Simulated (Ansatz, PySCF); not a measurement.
System: C3H6O2, net charge 0, singlet state. SMILES: COC(C)=O
Geometry from a B3LYP-D3(BJ)/def2-TZVP (Ansatz, a first-principles code) optimisation:
```xyz
11

C     -1.8543     0.1696     0.1592
C     -0.4282    -0.1404    -0.2035
O     -0.0723    -0.8339    -1.1211
O      0.4291     0.4670     0.6430
C      1.8231     0.2390     0.3870
H     -2.5223    -0.3365    -0.5316
H     -2.0217     1.2467     0.1188
H     -2.0572    -0.1540     1.1808
H      2.0924     0.5983    -0.6055
H      2.3561     0.7951     1.1531
H      2.0542    -0.8236     0.4535
```

Property: atomisation energy, in kcal/mol. Terms: atomisation electronic, to ground-state atoms; non-relativistic; dispersion terms only where a functional's name holds one; LANL2DZ all-electron up to Ne; UHF or UKS for open shells; 6-311+G** with 5d; no spin-orbit coupling; 6-31G* and kin with 6d, 5d where marked; valence correlation only. CBS(X,Y): correlation extrapolated as X^-3; Hartree-Fock from the larger set. [CCSD(T)-MP2]/basis is that difference in the basis named. First-principles rows: single points at B3LYP-D3(BJ) geometries (Ansatz).

Coupled cluster (Ansatz) is a level with limits of its own, used here on species with T1 under 0.025 (0.045 for open shells) and stable references: RI-MP2/CBS(aug-cc-pVTZ,aug-cc-pVQZ)+[CCSD(T)-MP2]/aug-cc-pVTZ.

Value to compare with, RI-MP2/CBS(aug-cc-pVTZ,aug-cc-pVQZ)+[CCSD(T)-MP2]/aug-cc-pVTZ (Ansatz): 1086.7 kcal/mol.

| level | program | atomisation energy (kcal/mol) | difference |
|---|---|---|---|
| HF/LANL2DZ | Ansatz | 693.2 | -393.5 |
| SVWN5/6-31G* | Ansatz | 1268.3 | 181.6 |
| PBE/6-311+G** | Ansatz | 1109.6 | 22.9 |
| BP86/6-31G* (5d) | PySCF | 1127.9 | 41.2 |
| B3LYP/3-21G | Ansatz | 1050.4 | -36.3 |
| B3LYP/6-31G* | Ansatz | 1083.4 | -3.3 |
| B3LYP/6-31G** | Ansatz | 1088.6 | 1.9 |
| B3LYP/def2-SVP | Ansatz | 1090.9 | 4.2 |
| B3LYP/cc-pVDZ | Ansatz | 1067.3 | -19.4 |
| B3LYP/6-311+G** | Ansatz | 1073.2 | -13.5 |
| r2SCAN-D4/def2-TZVPD | Ansatz + dftd4 | 1091.1 | 4.4 |
| B3LYP/def2-TZVPD | Ansatz | 1079.8 | -6.9 |

Among the 10 habitual levels, HF/LANL2DZ lies farthest from RI-MP2/CBS(aug-cc-pVTZ,aug-cc-pVQZ)+[CCSD(T)-MP2]/aug-cc-pVTZ (Ansatz) (-393.5 kcal/mol) and B3LYP/6-31G** nearest (1.9); 5 of 10 lie above it, and their mean absolute difference is 71.8 kcal/mol, the median 21.1. One case shows no general order.

The levels are drawn from those run, B3LYP/6-31G* more often than the rest, none by its result; left out are runs that failed, that the program found above a lower state of the same kind, or whose <S^2> lies over 0.5 above the pure value.
